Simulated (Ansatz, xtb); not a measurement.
System: GeCl$_{2}$, charge 1, multiplicity 2. 
Geometry from a B3LYP-D3(BJ)/def2-TZVP (Ansatz, a quantum-chemistry and plane-wave program) optimisation:
```
Ge
Cl 1 2.1010
Cl 1 2.1010 2 120.06
```
Charge +1, spin multiplicity 2.

Harmonic wavenumbers from GFN2-xTB (xtb, at its own minimum), cm⁻¹: 111, 337, 354.

Problem. Give the harmonic wavenumbers at B3LYP-D3(BJ)/def2-TZVP (Ansatz, finite differences of forces, unscaled).

Solution. 127, 404, 458 cm⁻¹. Zero-point energy 1.4 kcal/mol.

Problem. From these and the geometry, give the ideal-gas thermochemistry at 298.15 K and 1 atm (rigid rotor, harmonic oscillator).

Solution. Point group C2v, rotational symmetry number 2. Rotational constants 12.79, 2.152, 1.842 GHz. S(trans) 40.80, S(rot) 24.88, S(vib) 4.71, S(elec, spin only) 1.38, S 71.8 cal/(mol K). H(298) - H(0) 3.15 kcal/mol; G - E(el) -16.8 kcal/mol.
